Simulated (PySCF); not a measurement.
# CuOCl: from structure and modes to constants

All numbers come from PySCF, UPBE0, basis Cu def2-TZVP, O def2-TZVP, Cl def2-TZVP (no relativity, density fitting).

The triplet minimum has C∞v symmetry. Masses (u): Cu 62.92960, O 15.99492, Cl 34.96885.

```xyz
3
charge 0 multiplicity 3, angstrom
Cu    0.0000    0.0000   -0.3915
O     0.0000    0.0000   -2.0951
Cl    0.0000    0.0000    1.6628
```

Harmonic wavenumbers (cm⁻¹): 119.5 (π, ×2), 413.3 (σ+, ×1), 712.5 (σ+, ×1).

Question: Find the principal moments of inertia and the rotational constants. What kind of rotor is it?

Answer: About the centre of mass I = 176.54 u Å². With B = 16.8576/I this gives 0.09549 cm⁻¹. The molecule is linear.

Question: What is the harmonic zero-point energy?

Answer: Half the sum of all 4 wavenumbers, 1365/2 = 682 cm⁻¹, which is 8.2 kJ/mol (1 cm⁻¹ = 0.0119627 kJ/mol).

Question: Find the vibrational entropy and heat capacity at 298.15 K.

Answer: With u = 1.43878 ω/T, each mode gives S = R[u/(eᵘ−1) − ln(1−e⁻ᵘ)] and C = R u² eᵘ/(eᵘ−1)².
```csv
ω (cm⁻¹),u,S (J/(mol K)),C (J/(mol K))
119.5 (×2),0.577,13.01,8.09
413.3,1.994,3.83,6.03
712.5,3.438,1.22,3.37
```
The sums over all modes are S = 31.1 and C = 25.6 J/(mol K); the softest mode gives 42 % of the entropy (each member, where degenerate).

This need not be the most stable arrangement of these atoms. With open d or f shells other occupations or spin states may lie lower.
